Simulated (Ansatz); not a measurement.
CH$_{4}$BNO (`NB1CO1`), 8 atoms. Charge 0, multiplicity 1. All runs use 2 threads of an Arm Neoverse V1 on a shared host. Correlated methods freeze the cores. Open-shell runs search over several starts.

Q: Give the basis size and wall time and peak host memory of each of these runs in Ansatz. direct RPA on PBE orbitals/def2-TZVPP energy; UKS r2SCAN-D4/def2-TZVPP energy of the cation; UKS ωB97M-V/def2-TZVPP energy of the cation; UHF-MP2/def2-TZVPP energy of the cation; RKS PBE0-D4/def2-SVP energy; RKS PBE0-D4/def2-TZVP frequencies; UKS PBE0-D4/def2-TZVPP energy of the cation; UKS B2PLYP (frozen core)/def2-TZVPP energy of the cation; RHF-MP2/def2-QZVPP energy; UHF-MP2/def2-QZVPP energy of the cation; RKS ωB97M-V/def2-QZVPP energy; RHF-CCSD(T)/def2-TZVPP energy. (An estimate is asked.)

A: The calculation gave: Other jobs shared the machine, so times are rough.

```csv
level,job,functions,wall time,peak host memory (GiB)
RKS PBE0-D4/def2-SVP,energy,76,0.8 s,0.34
direct RPA on PBE orbitals/def2-TZVPP,energy,180,3.7 s,0.34
UHF-MP2/def2-TZVPP,energy of the cation,180,8.5 s,0.36
RHF-MP2/def2-QZVPP,energy,348,13 s,1.3
RKS ωB97M-V/def2-QZVPP,energy,348,14 s,1.1
UKS PBE0-D4/def2-TZVPP,energy of the cation,180,17 s,0.5
UKS B2PLYP (frozen core)/def2-TZVPP,energy of the cation,180,19 s,0.43
UKS r2SCAN-D4/def2-TZVPP,energy of the cation,180,25 s,0.42
RHF-CCSD(T)/def2-TZVPP,energy,180,38 s,1.8
UKS ωB97M-V/def2-TZVPP,energy of the cation,180,52 s,0.69
UHF-MP2/def2-QZVPP,energy of the cation,348,54 s,1.4
RKS PBE0-D4/def2-TZVP,frequencies,148,77 s,0.34
```
